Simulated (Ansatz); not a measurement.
Abridged output of a molecular run in Ansatz:

```
Functional definition: HF
1668 factors; integrals over basis functions are off by at most 1.2e-3 eV
mean field evaluation 1: about -19947.1235 eV, gradient 4.1e1 eV
mean field evaluation 2: about -19947.4797 eV, gradient 4.1e1 eV
mean field evaluation 4: about -19951.7175 eV, gradient 5.3e0 eV
mean field evaluation 8: about -19951.8115 eV, gradient 2.7e-1 eV
mean field evaluation 16: about -19951.8118 eV, gradient 1.4e-6 eV
mean field -19951.81182406 eV, -733.2155607106 hartree, gradient 1.4e-6 eV, S^2 0.000000; 0 other end points of the search recorded, 0 dependent functions left out
13 core orbitals not correlated: weight in the atoms' cores, before any rotation towards them, 1.000 or more for the frozen orbitals, at most 0.000 for the correlated occupied ones
reference -19951.81182406 eV, -733.2155607106 hartree; 15, 15 occupied and 261, 261 virtual orbitals, 1668 factors
second order -22.39337700 eV of doubles, -0.00000000 eV of singles
cycle   1  -23.14326808 eV  change   -7.5e-1 eV  update   1.1e-1
cycle   2  -23.75046438 eV  change   -6.1e-1 eV  update   3.3e-2
cycle   3  -23.88399565 eV  change   -1.3e-1 eV  update   1.7e-2
cycle   4  -23.87550297 eV  change    8.5e-3 eV  update   4.0e-3
cycle   5  -23.87380690 eV  change    1.7e-3 eV  update   1.8e-3
cycle   6  -23.87425457 eV  change   -4.5e-4 eV  update   5.7e-4
cycle   7  -23.87396703 eV  change    2.9e-4 eV  update   2.5e-4
cycle   8  -23.87394460 eV  change    2.2e-5 eV  update   8.4e-5
cycle   9  -23.87398683 eV  change   -4.2e-5 eV  update   3.3e-5
cycle  10  -23.87398396 eV  change    2.9e-6 eV  update   1.3e-5
perturbative correction -0.95556663 eV, -0.0351164259 hartree
Total energy: -19976.64137465 eV, -734.1280298647 hartree
```

Its atoms:

```xyz
13

C    -0.215    0.039    2.018
Si    0.441    0.513    0.330
C     0.879   -0.951   -0.845
O    -0.065   -0.743   -1.921
Si   -0.946    0.627   -1.533
H    -0.624    0.911    2.533
H     0.582   -0.375    2.641
H    -1.007   -0.707    1.931
H     1.537    1.513    0.470
H     0.717   -1.941   -0.406
H     1.898   -0.924   -1.244
H    -0.794    1.701   -2.555
H    -2.405    0.339   -1.419
```

**Question.** Which basis set was used?
A. def2-TZVPP
B. def2-SVP
C. cc-pV(D+d)Z
D. def2-SVPD

**Answer.** A. It gives 289 functions.

**Question.** Write the keys of the input that set method, charge and spin (a neutral closed shell needs none for the last two).

**Answer.** 
```yaml
correlation: {method: ccsd_t}
```
